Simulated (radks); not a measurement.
Values are calculated unless marked as measured or tabulated.
Task: These are the eigenvalues of the occupied orbitals of an atom or ion with whole-number occupations (eV). Level of theory: scalar-relativistic Kohn-Sham, PBE, spin-polarised, spherical densities, finite nucleus; Fermi nuclear charge, rms radius of each element as measured or else 0.836 A^(1/3) + 0.57 fm (a radial shooting solver on a logarithmic mesh with Libxc functionals).

orbital  eigenvalue
1s up     -30303.43
1s down   -30303.37
2s up     -4611.101
2s down   -4611.080
2p up     -4139.718
2p down   -4139.672
3s up     -903.8008
3s down   -903.7504
3p up     -750.1226
3p down   -750.0648
3d up     -515.5901
3d down   -515.5365
4s up     -148.5899
4s down   -148.4665
4p up     -101.5570
4p down   -101.4258
4d up      -33.3468
4d down    -33.0748
5s up      -13.4256
5s down    -11.5917
5p up       -5.4668

Which element is it, and in what charge state? The configuration may be excited. Open shells, if any, are filled with parallel spins first.

Result: Z = 51, antimony, charge 0: Sb in [Kr] 4d10 5s2 5p3. The list shows which subshells hold electrons but not how many an open one holds; the 1s level, -1113.6 hartree, gives Z - s = 47.2 by -(Z - s)^2/2, which with screening and relativity narrows Z to a few neighbours, and the depths of the outer levels then fix element, charge and occupations together.
